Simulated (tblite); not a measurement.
C6H10OSSi.
SMILES with atom numbers: `[CH2:1]=[CH:2][S:3][C@@H:4]1[CH2:5][Si@H:6]1[C:7]([CH3:8])=[O:9]` (hydrogens: H10, H11 on C1; H12 on C2; H13 on C4; H14, H15 on C5; H16 on Si6; H17, H18, H19 on C8)

Structure optimised with GFN2-xTB, isolated species.

Question: Give the optimised bond lengths and angles.

Answer: 
```csv
bond,length (Å),order
C1=C2,1.322,double
C2–S3,1.756,single
S3–C4,1.796,single
C4–C5,1.522,single
C5–Si6,1.887,single
Si6–C7,1.899,single
C7–C8,1.503,single
C7=O9,1.211,double
C4–Si6,1.904,single
C1–H10,1.076,single
C1–H11,1.076,single
C2–H12,1.080,single
C4–H13,1.083,single
C5–H14,1.081,single
C5–H15,1.081,single
Si6–H16,1.452,single
"C8–H17, C8–H18, C8–H19",1.088,single
```

Bonds in one row agree within 0.01 Å and their mean is given. Orders are formal, as drawn. A selection of angles:
```csv
angle,degrees
C2–C1–H10,121.1
C2–C1–H11,121.7
H10–C1–H11,117.2
C1–C2–S3,124.0
C1–C2–H12,123.1
S3–C2–H12,112.9
C2–S3–C4,99.7
S3–C4–C5,115.8
S3–C4–Si6,119.1
S3–C4–H13,111.5
C5–C4–Si6,65.7
C5–C4–H13,116.3
Si6–C4–H13,121.1
C4–C5–Si6,66.9
C4–C5–H14,115.7
C4–C5–H15,115.4
Si6–C5–H14,120.5
Si6–C5–H15,118.6
H14–C5–H15,112.4
C5–Si6–C7,115.6
C5–Si6–H16,120.8
C7–Si6–H16,119.3
C4–Si6–C5,47.3
C4–Si6–C7,114.8
C4–Si6–H16,118.8
Si6–C7–C8,117.1
Si6–C7–O9,119.9
C8–C7–O9,123.0
C7–C8–H17,110.9
C7–C8–H18,109.4
H17–C8–H18,109.8
H18–C8–H19,107.8
```

Dihedral angles: C1–C2–S3–C4 174° (antiperiplanar); C2–S3–C4–C5 148° (anticlinal); S3–C4–C5–Si6 -112° (anticlinal); C4–C5–Si6–C7 -101° (anticlinal); C5–Si6–C7–C8 -152° (antiperiplanar); S3–C4–Si6–C5 107° (anticlinal).

Si6 (SiH silicon) has angles from 47.3° to 120.8°. The C–C distances run from 1.322 Å (C1=C2, drawn double) to 1.522 Å (C4–C5, drawn single), a spread of 0.200 Å. Of the pairs four or more bonds apart, Si6···H12 is among the closest relative to their van der Waals radii: 3.15 Å, 95 % of the sum of Bondi's values. The 3-membered ring C4–C5–Si6 has internal angles of 47.3° to 66.9°. The C–S distances run from 1.756 Å (C2–S3, drawn single) to 1.796 Å (S3–C4, drawn single), a spread of 0.040 Å.

Point group: C1 (no symmetry element, even within 0.4 Å). Its GFN2-xTB frequencies are all real (lowest 34 cm⁻¹). The numbers are those of one conformer.

The numbers are calculated, not measured.
